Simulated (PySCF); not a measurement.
Species: C4H3O3S (doublet state).
SMILES with atom numbers: `[H]/[C:1]=[C:2]1\[O:3][S:4](=[O:5])(=[O:6])[C:7]1=[CH2:8]` (hydrogens: H9 on C1; H10, H11 on C8)

Theory: UKS B3LYP, pcH-1 on C H O S, non-relativistic, mean-field spin-orbit, GIAO (PySCF 2.14.0). Geometry: GFN2-xTB; no solvent, vibrations or thermal averaging. A GFN2-xTB geometry isn't a minimum of the functional, and hyperfine couplings can be far from their values at a DFT geometry. No stability test was run, so a lower SCF solution isn't excluded.

Task: Give the principal g shifts and their parts.

Result: 
```
                    Δg (ppm)      1     2     3
relativistic mass correction   -160  -160  -160
            gauge correction     26    21    39
   orbital Zeeman/spin–orbit   -893   444   777
                       total  -1027   305   656
```

So g = 2.00129, 2.00262, 2.00298 and g_iso = 2.00230; the tensor is rhombic: the two nearest values differ by 21 % of g3 − g1. Axes: g1 points within 8° of the C2–C7 bond.

Task: What effective moment and Curie constant follow for a powder?

Result: With the mean of g² = 4.0092 and S(S+1) = 0.75: μ_eff = √(⟨g²⟩S(S+1)) = 1.734 μB and χT = 0.12505·⟨g²⟩·S(S+1) = 0.376 cm³ K/mol (cgs; spin-Hamiltonian part alone).

Task: Average each term over the three axes. Which is largest in size?

Result: The mass correction -160, the orbital-Zeeman/spin–orbit term 110 and the gauge correction 28 ppm, for a total of -22 ppm. The mass correction is the largest in size. The mass correction is the same along every axis, so the anisotropy comes from the other two: their spans along these axes are 18 (gauge) and 1670 ppm (orbital Zeeman/spin–orbit).

Task: In a frozen sample, at which fields do the three g values resonate at 9.5, 34, 94 and 263 GHz (hyperfine left aside), and which band first spreads them over more than twice a line width of 0.3 mT?

Result: 
```json
{"band": "X", "GHz": "9.5", "B(g3) mT": "338.87", "B(g2) mT": "338.93", "B(g1) mT": "339.16", "spread mT": "0.28"}
{"band": "Q", "GHz": "34.0", "B(g3) mT": "1212.81", "B(g2) mT": "1213.02", "B(g1) mT": "1213.83", "spread mT": "1.02"}
{"band": "W", "GHz": "94.0", "B(g3) mT": "3353.06", "B(g2) mT": "3353.64", "B(g1) mT": "3355.88", "spread mT": "2.82"}
{"band": "J", "GHz": "263.0", "B(g3) mT": "9381.42", "B(g2) mT": "9383.07", "B(g1) mT": "9389.31", "spread mT": "7.89"}
```

The spread grows in proportion to the frequency. Q band is the first where it exceeds 0.6 mT.

The Mulliken spin populations are largest on C1 (+1.07) and C2 (-0.14). No atom but C1 exceeds +0.15. The positive populations add up to 1.19 and the negative ones to -0.19, together 2S = 1.

The HOMO–LUMO gaps are 5.27 eV among the α and 3.80 eV among the β orbitals.
